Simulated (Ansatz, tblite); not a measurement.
Removing an electron: AlH2Br. Charge 0, multiplicity 1. Geometry: B3LYP-D4/def2-TZVP. Ansatz, gas phase; energy differences of separate SCF runs; the oxidised species was run as a doublet alone.

Cartesian coordinates in Å:
```
Al -0.010 -0.201 0.025
H -0.840 -0.741 1.243
H 0.747 -1.103 -1.012
Br 0.102 2.046 -0.256
```

The xTB rows come from tblite. Correlated methods freeze 14 core orbitals; core or outer-core shells of Br are correlated, in sets that lack core-valence functions. In CCSD on the charge 1 doublet the largest single amplitude is 0.22, so its Hartree–Fock determinant may place the open shell otherwise than the density functionals do.

Question: Estimate orbital energies and vertical ionisation energies at: GFN1-xTB; GFN2-xTB; HF/def2-TZVPP; PBE-D4/def2-TZVP; r2SCAN-D4/def2-TZVP; PBE0-D4/def2-TZVP; MP2/def2-TZVPP; CCSD/def2-TZVPP; CCSD(T)/def2-TZVPP.

Answer: 
```
              level  −HOMO (eV)  vertical IE (eV)  −LUMO (eV)  HOMO–LUMO gap (eV)
           GFN1-xTB       12.01             15.56        6.31                5.70
           GFN2-xTB       11.97             15.17        7.08                4.90
      HF/def2-TZVPP           –             10.00           –                   –
   PBE-D4/def2-TZVP        7.02             10.18        2.51                4.51
r2SCAN-D4/def2-TZVP        7.35             10.38        2.17                5.18
  PBE0-D4/def2-TZVP        8.27             10.52        1.76                6.52
     MP2/def2-TZVPP           –             11.01           –                   –
    CCSD/def2-TZVPP           –             10.78           –                   –
 CCSD(T)/def2-TZVPP           –             10.80           –                   –
```

  Raw xTB energy differences between charge states are shifted by several eV; the methods need an empirical correction for them.
